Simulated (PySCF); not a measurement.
## Electronic structure of Ta³⁺ (tantalum, charge +3) at the PBEsol level

Configuration: [Xe] 4f14 5d2, high-spin 3F determinant. All numbers are calculated (PySCF 2.14, scalar relativity by spin-free X2C-1e, in ANO-RCC-VTZP (8s7p5d3f2g1h, 104 functions)).

```
Total energy                        : -15598.01 hartree
One-electron energy                 : -21336.49 hartree
Hartree (Coulomb) energy            : 6053.66 hartree
Exchange-correlation energy         : -315.17 hartree
⟨S²⟩                                : 2.0008
⟨L²⟩                                : 12.003
Sum of ⟨r⟩                          : 35.64 bohr
Sum of ⟨r²⟩                         : 35.00 bohr²
Langevin diamagnetic susceptibility : -27.7 ×10⁻⁶ cm³/mol
Time after the integrals            : roughly 7 core-seconds
```

```csv
shell,electrons,mean orbital energy (eV),spread (eV),"rms radius, mean of both spins (bohr)"
1s β,1,-67134.3,0,0.0211
1s α,1,-67134.3,0,0.0211
2s α,1,-11560.0,0,0.0854
2s β,1,-11559.9,0,0.0854
2p α,3,-10170.5,0,0.0775
2p β,3,-10170.4,0,0.0775
3s α,1,-2670.8,0,0.219
3s β,1,-2670.8,0,0.219
3p α,3,-2255.1,0,0.220
3p β,3,-2255.1,0,0.220
3d α,5,-1753.9,0.011,0.201
3d β,5,-1753.8,0.075,0.201
4s α,1,-566.24,0,0.488
4s β,1,-566.17,0,0.488
4p α,3,-429.06,0,0.520
4p β,3,-428.99,0,0.520
4d α,5,-249.49,0.096,0.564
4d β,5,-249.41,0.206,0.564
5s α,1,-101.14,0,1.16
5s β,1,-100.26,0,1.16
5p α,3,-67.794,0,1.36
5p β,3,-66.596,0,1.36
4f α,7,-52.795,0.076,0.721
4f β,7,-52.580,0.340,0.721
5d α,2,-30.153,0,1.98
```

Spin-orbit coupling, absent here, splits the open shell strongly.

Densities and radii are taken from the X2C orbitals without a picture-change correction, which distorts them close to the nucleus.
